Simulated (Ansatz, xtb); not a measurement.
Two isomers of CH4OSiTe

We compare X, `C[Si](O)=[Te]`, a singlet, with Y, `CO[SiH]=[Te]`, a singlet. Both are isolated molecules in the gas phase, relaxed with PBE-D3(BJ)/def2-SVP; the shapes shown needn't be the lowest conformers.

X (Å):

| atom | x (Å) | y (Å) | z (Å) |
| --- | --- | --- | --- |
| C | 0.5741 | 0.1806 | 0.5023 |
| O | 2.2048 | 2.5691 | 0.2913 |
| Si | 2.3107 | 0.9002 | 0.3642 |
| Te | 4.3270 | -0.2226 | 0.2978 |
| H | 0.6265 | -0.9234 | 0.5502 |
| H | 0.0674 | 0.5552 | 1.4166 |
| H | -0.0412 | 0.4725 | -0.3748 |
| H | 1.2996 | 2.9315 | 0.3281 |

Y (Å):

```xyz
8

C     0.1224    0.6067    1.8576
O     0.3728    0.5307    0.4614
Si    1.7249   -0.1048   -0.2705
Te    2.0933   -0.2100   -2.5410
H    -0.8065    0.0475    2.0942
H    -0.0237    1.6683    2.1460
H     0.9554    0.1850    2.4647
H     2.6186   -0.5774    0.8509
```

**Question.** Which of the two would you expect CCSD(T)/def2-SVP + ΔMP2/def2-TZVPP electronic energies to favour?

**Answer.** Structure X; the calculation gives E(Y) − E(X) = +1.025 eV.

How the difference moves with the method:

```json
{"level": "GFN2-xTB", "geometry": "GFN2-xTB", "E(Y) − E(X) (eV)": "−0.079", "departure from the last row (eV)": "−1.104", "job, with rough time for the two": "optimisation, 0.15 s"}
{"level": "HF/STO-3G", "geometry": "GFN2-xTB", "E(Y) − E(X) (eV)": "+0.578", "departure from the last row (eV)": "−0.446", "job, with rough time for the two": "single point, 0.82 s"}
{"level": "r2SCAN-D4/def2-SVP", "geometry": "GFN2-xTB", "E(Y) − E(X) (eV)": "+0.986", "departure from the last row (eV)": "−0.039", "job, with rough time for the two": "single point, 2.7 s"}
{"level": "PBE-D3(BJ)/def2-SVP", "geometry": "PBE-D3(BJ)/def2-SVP", "E(Y) − E(X) (eV)": "+0.868", "departure from the last row (eV)": "−0.156", "job, with rough time for the two": "optimisation, 41 s"}
{"level": "HF/def2-SVP", "geometry": "PBE-D3(BJ)/def2-SVP", "E(Y) − E(X) (eV)": "+0.806", "departure from the last row (eV)": "−0.219", "job, with rough time for the two": "part of the CCSD(T) run"}
{"level": "MP2/def2-SVP", "geometry": "PBE-D3(BJ)/def2-SVP", "E(Y) − E(X) (eV)": "+0.929", "departure from the last row (eV)": "−0.096", "job, with rough time for the two": "part of the CCSD(T) run"}
{"level": "CCSD(T)/def2-SVP", "geometry": "PBE-D3(BJ)/def2-SVP", "E(Y) − E(X) (eV)": "+0.827", "departure from the last row (eV)": "−0.198", "job, with rough time for the two": "single point"}
{"level": "CCSD(T)/def2-SVP + ΔMP2/def2-TZVPP", "geometry": "PBE-D3(BJ)/def2-SVP", "E(Y) − E(X) (eV)": "+1.025", "departure from the last row (eV)": "", "job, with rough time for the two": "single point, 24 s"}
```

As drawn, Y has 1 C–O, 1 Si–H in place of 1 C–Si, 1 O–H.

GFN2-xTB puts the two in the other order. The largest departure from CCSD(T)/def2-SVP + ΔMP2/def2-TZVPP is that of GFN2-xTB, 1.104 eV. The last row adds to CCSD(T) the change of the MP2 difference between the two basis sets, here +0.198 eV, a large step that makes the value less sure.

With harmonic frequencies from PBE-D3(BJ)/def2-SVP (ideal gas, rigid rotor, one conformer each, 600 K, 1 atm): the zero-point term adds −0.013 eV; ΔH is +0.982 and ΔG +1.039 eV.

The correlated steps freeze 11 core orbitals; the filled d shell of Te is correlated, in a basis made for valence electrons. Atoms past krypton carry core potentials in the def2 sets, other sets are all-electron and non-relativistic, and no spin–orbit term is included. Programs: Ansatz 0.2.0, xtb 6.7.1; the last row on 1 thread of Intel(R) Xeon(R) 6975P-C (Granite Rapids) on a shared host.
